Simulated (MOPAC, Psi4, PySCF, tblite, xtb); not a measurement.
Dimer H3N ··· H3ClSi (SMILES N and [SiH3]Cl) at R = 4.13 Å between the centres of mass, closest contact 3.22 Å (a random orientation, not optimised). Geometry in Å and degrees:

```
Cl
Si 1 2.0663
H 2 1.4758 1 108.48
H 2 1.4758 3 110.44 1 118.77
H 2 1.4758 3 110.44 4 122.46
N 1 3.4572 2 125.17 3 64.05
H 6 1.0136 1 167.02 2 -148.85
H 6 1.0136 7 107.33 1 178.23
H 6 1.0136 7 107.33 8 115.10
```

Levels of theory: GFN2-xTB (tblite); SAPT0/jun-cc-pVDZ, frozen core (Psi4); PBE/def2-TZVP, counterpoise-corrected (Psi4); PBE-D3(BJ)/def2-TZVP, counterpoise-corrected (Psi4); HF/aug-cc-pVDZ, counterpoise-corrected (Psi4); MP2/aug-cc-pVDZ = Psi4 with DF-MP2/aug-cc-pVDZ, frozen core, counterpoise-corrected; SCS-MP2/aug-cc-pVDZ = DF-SCS-MP2/aug-cc-pVDZ, frozen core, counterpoise-corrected (Psi4 1.11); PM7, restricted, heats of formation (MOPAC); PM6, restricted, heats of formation (MOPAC); GFN1-xTB (xtb); RKS-B3LYP/6-31G* = restricted B3LYP/6-31G*, spherical d, no counterpoise correction (PySCF 2.14.0); RKS-M06-2X/6-31G* = restricted M06-2X/6-31G*, spherical d, no counterpoise correction in PySCF; RKS-B3LYP/3-21G = PySCF 2.14.0 with restricted B3LYP/3-21G, no counterpoise correction; RMP2/3-21G = restricted MP2 (frozen core)/3-21G, no counterpoise correction (PySCF).

What interaction energy does each level give?


```
method                E_int / kJ/mol
--------------------  --------------
PBE-D3(BJ)/def2-TZVP           -1.61
GFN1-xTB                       -1.45
PM7                            -1.44
RKS-M06-2X/6-31G*              -0.26
MP2/aug-cc-pVDZ                 0.14
GFN2-xTB                        0.72
PBE/def2-TZVP                   0.91
SCS-MP2/aug-cc-pVDZ             1.16
PM6                             2.00
RKS-B3LYP/6-31G*                2.23
RKS-B3LYP/3-21G                 2.73
SAPT0/jun-cc-pVDZ               2.74
RMP2/3-21G                      4.16
HF/aug-cc-pVDZ                  4.81
```
